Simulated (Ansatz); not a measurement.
Consider the isomerisation: `O[SiH2]SBF` → `FB(S)O[SiH3]`.

Gas-phase electronic energies from Ansatz, PBE0-D4/def2-TZVP geometries. CCSD(T)/CBS is the MP2 limit (def2-TZVPP, def2-QZVPP) plus CCSD(T) − MP2 in def2-TZVPP, frozen cores. One conformer a species, not always the lowest.

| species | MP2/CBS(def2) energy (Eh) |
| --- | --- |
| `O[SiH2]SBF` | -889.10263 |
| `FB(S)O[SiH3]` | -889.12397 |

(1) Work out ΔE.

Largest T1 diagnostic among the species: 0.013.

Answers

(1) ΔE = (-889.12397) − (-889.10263) = -0.02134 Eh = -0.58 eV. CCSD(T)/CBS gives -0.64 eV.

From PBE to PBE0 (25 % exact exchange), in def2-TZVPP and without D4, ΔE moves by −0.05 eV. In def2-TZVPP, CCSD(T) changes the Hartree–Fock value by +0.16 eV (the triples alone add +0.03 eV) and MP2 by +0.22 eV.
